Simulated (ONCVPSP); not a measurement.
What one change does to a pseudopotential (Pb (Z = 82), ONCV)

| Item | Value |
| --- | --- |
| Element | lead |
| Generator | ONCVPSP 4.0.1 |
| Type | optimised norm-conserving Vanderbilt (ONCV) |
| Functional | PBE |
| Relativity | scalar-relativistic |
| Frozen core | [Xe] 4f14 5d10 |
| Valence charge | 4 |
| Reference configuration | 6s2 6p1 (charge +1) |
| Partial waves | 6s: rc 1.70 bohr, ncon 4, nbas 7, qcut 4 1/bohr, 2 projectors, debl 3.1 Ha; 6p: rc 1.90 bohr, ncon 4, nbas 8, qcut 3.9 1/bohr, 1 projector |
| Local potential | polynomial inside 1.45 bohr (lpopt 5, dvloc0 3 Ha) |
| Core correction | Teter function, fcfact 4.5, rcfact 1 |

Change: core correction Teter function, fcfact 3.5, rcfact 1.

Cutoffs: the cutoffs (Ha) at which the residual kinetic energy of the hardest occupied pseudo-wave falls to 1 and 0.1 mHa per electron; they do not see the model core or the augmentation charge, which bear on the density cutoff. Errors are all-electron minus pseudo energies relative to the spin-unpolarised reference configuration.

How do hardness, ghosts and transferability respond?

The potential gets neither clearly harder nor softer (35 Ha and 56 Ha → 35 Ha and 56 Ha); both files keep a bound ghost (p, s); of the 4 tests that both files solve, the error grows in 1 and shrinks in 0 by more than 15 % and 0.3 meV (median size 41.0 → 41.8 meV). A model core, the more so a compact one, raises the density cutoff, which this test does not measure.

```tsv
quantity	base	changed
cutoff, loose	35 Ha	35 Ha
cutoff, tight	56 Ha	56 Ha
bound ghosts	s, p	s, p
GHOST(+) flags under 300 eV	none	none
error for 6s2 6p2, meV [ΔE -6.58 eV]	+35	+35
error for 6s2 6p0, meV [ΔE 13.44 eV]	+47	+49
error for 6s1 6p0, meV [ΔE 45.86 eV]	+65	+82
error for 6s1 6p2, meV [ΔE 9.53 eV]	+22	+25
s: phases at 1.72 bohr within 0.05 rad from the reference energy up to (Ha; the scan ends near 5)	to the end of the scan	to the end of the scan
p: phases at 1.93 bohr within 0.05 rad from the reference energy up to (Ha; the scan ends near 5)	-0.2	-0.2
rms error of d²Exc/dni dnj with the model core, mHa	8.93	9.33
```

 A true bound ghost makes a file unfit for plane-wave use even where its test errors are small: the radial tests pick states by their node count and pass the ghost by.
